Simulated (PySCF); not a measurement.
CH₃Se, SMILES C[Se], multiplicity 2.

Geometry: PBE-D3(BJ)/def2-TZVP. The isomer is the one that the SMILES or the coordinates give; other isomers of the formula were not compared.

Level of theory: PBE-D3(BJ)/def2-TZVP (PySCF).

Frequencies are harmonic and unscaled.

**Question.** List the normal modes with their intensities. (An estimate is asked for; the answer gives what the named calculation found.)

**Answer.** 
| mode | ν (cm⁻¹) | IR (km/mol) | moving atoms (share of kinetic energy) |
|---|---|---|---|
| 1 | 486 | 35.1 | H 82 %, C 18 % |
| 2 | 590 | 1.7 | C 71 %, Se 16 %, H 14 % |
| 3 | 788 | 2.7 | H 85 %, C 14 % |
| 4 | 1241 | 3.3 | H 87 %, C 13 % |
| 5 | 1303 | 7.4 | H 99 % |
| 6 | 1410 | 14.1 | H 94 % |
| 7 | 2972 | 3.7 | H 98 % |
| 8 | 3054 | 9.4 | H 91 %, C 9 % |
| 9 | 3072 | 0.5 | H 91 %, C 9 % |
